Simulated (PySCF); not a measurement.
MoO₂F₂, SMILES [O]=[Mo](=[O])([F])[F], multiplicity 1.

Coordinates come from a B3LYP-D3(BJ)/def2-SVP optimisation. The multiplicity is an assumed one; other spin states were not compared. The def2 effective core potentials stand for the cores of Mo; spin–orbit coupling is left out.

The numbers are results of B3LYP-D3(BJ)/def2-SVP in PySCF, not measurements.

Frequencies are harmonic and unscaled.

```tsv
mode	ν (cm⁻¹)	IR (km/mol)	moving atoms (share of kinetic energy)
1	180	9.2	F 86 %, Mo 10 %
2	236	15.3	F 48 %, O 29 %, Mo 23 %
3	245	0.0	O 61 %, F 39 %
4	272	22.0	O 59 %, F 24 %, Mo 17 %
5	370	2.8	O 87 %, Mo 9 %
6	714	86.9	F 87 %, Mo 11 %
7	739	144.6	F 75 %, Mo 25 %
8	1049	205.9	O 81 %, Mo 19 %
9	1072	80.5	O 88 %, Mo 12 %
```
